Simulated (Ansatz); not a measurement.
A CCSD(T) single point on `N/C=C/[SiH2]Cl`.

```yaml
crystal:
  periodic: [false, false, false]
  atoms:
    - {symbol: N, position_ang: [-1.078413, 0.933306, 1.706358]}
    - {symbol: C, position_ang: [-0.619518, 0.121897, 0.718067]}
    - {symbol: C, position_ang: [0.304616, 0.425283, -0.212803]}
    - {symbol: Si, position_ang: [0.744935, -0.775183, -1.506288]}
    - {symbol: Cl, position_ang: [2.681539, -1.486866, -1.291621]}
    - {symbol: H, position_ang: [-1.598615, 0.536453, 2.466303]}
    - {symbol: H, position_ang: [-0.590780, 1.790275, 1.901376]}
    - {symbol: H, position_ang: [-1.106879, -0.850805, 0.699612]}
    - {symbol: H, position_ang: [0.785345, 1.401131, -0.174921]}
    - {symbol: H, position_ang: [0.706726, -0.205785, -2.875636]}
    - {symbol: H, position_ang: [-0.163556, -1.946707, -1.409747]}
basis:
  gaussian: {orbitals: def2-TZVPP}
correlation: {method: ccsd_t}
```

```sh
$ ansatz run in.yaml --threads 4 --pin off --events-out ev --progress --plain --max-ram 10444MiB
```

Log, shortened:

```
Functional definition: HF
1529 factors; integrals over basis functions are off by at most 8.2e-4 eV
mean field evaluation 1: about -24003.0146 eV, gradient 3.6e1 eV
mean field evaluation 2: about -24003.3008 eV, gradient 3.6e1 eV
mean field evaluation 4: about -24006.7324 eV, gradient 3.6e0 eV
mean field evaluation 8: about -24006.7842 eV, gradient 2.6e-1 eV
mean field -24006.78450862 eV, -882.2330583087 hartree, gradient 3.3e-6 eV, S^2 0.000000; 0 other end points of the search recorded, 0 dependent functions left out
13 core orbitals not correlated: weight in the atoms' cores, before any rotation towards them, 1.000 or more for the frozen orbitals, at most 0.000 for the correlated occupied ones
reference -24006.78450862 eV, -882.2330583087 hartree; 15, 15 occupied and 233, 233 virtual orbitals, 1529 factors
second order -22.98249991 eV of doubles, -0.00000000 eV of singles
cycle   1  -23.68829419 eV  change   -7.1e-1 eV  update   1.0e-1
cycle   2  -24.25090387 eV  change   -5.6e-1 eV  update   3.0e-2
cycle   3  -24.36465194 eV  change   -1.1e-1 eV  update   1.5e-2
cycle   4  -24.35456229 eV  change    1.0e-2 eV  update   3.9e-3
cycle   5  -24.35357404 eV  change    9.9e-4 eV  update   1.7e-3
cycle   6  -24.35389524 eV  change   -3.2e-4 eV  update   5.3e-4
cycle   7  -24.35371540 eV  change    1.8e-4 eV  update   1.6e-4
cycle   8  -24.35370227 eV  change    1.3e-5 eV  update   6.6e-5
cycle   9  -24.35372231 eV  change   -2.0e-5 eV  update   2.7e-5
perturbative correction -1.05464316 eV, -0.0387574212 hartree
Total energy: -24032.19287408 eV, -883.1667985172 hartree
```

It took 2.1 min on 4 threads of an Arm Neoverse V2 on a shared host, with 6 GiB of host memory at the peak.

Correlation energy per correlated electron: -0.847 eV. T1 diagnostic: 0.0115.
